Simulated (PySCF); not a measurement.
## How methods differ on the ionisation energy of Cd(2+)

Cd(2+) [Kr] 4d10 (1S) → Cd(3+) [Kr] 4d9 (2D), as a difference of total energies. Computed with PySCF 2.14 in aug-cc-pVDZ-PP with ECP28MDF, with scalar relativity through the core potential. Correlated levels: valence: 4s2 4p6 frozen. The calculations carry no spin-orbit coupling.

| method | ionisation energy (eV) | difference from reference (eV) |
| --- | --- | --- |
| UHF | 35.952 | -1.516 |
| LDA | 38.006 | +0.538 |
| PBE | 37.617 | +0.149 |
| PBE0 | 37.528 | +0.060 |
| r2SCAN | 37.524 | +0.056 |
| MN15 | 37.759 | +0.291 |
| revPBE | 37.516 | +0.048 |
| HSE06 | 37.523 | +0.055 |
| M06-2X | 37.790 | +0.322 |
| MP2 (valence) | 37.746 | +0.278 |
| SCS-MP2 (valence) | 37.549 | +0.081 |

Reference: 37.468 ± 0.006 eV (measured; NIST Atomic Spectra Database, ionization energies).

The reference lies between the lowest fine-structure levels, while these numbers refer to the centres of the terms.

Errors of the correlated levels include the incompleteness of this basis and the frozen core.
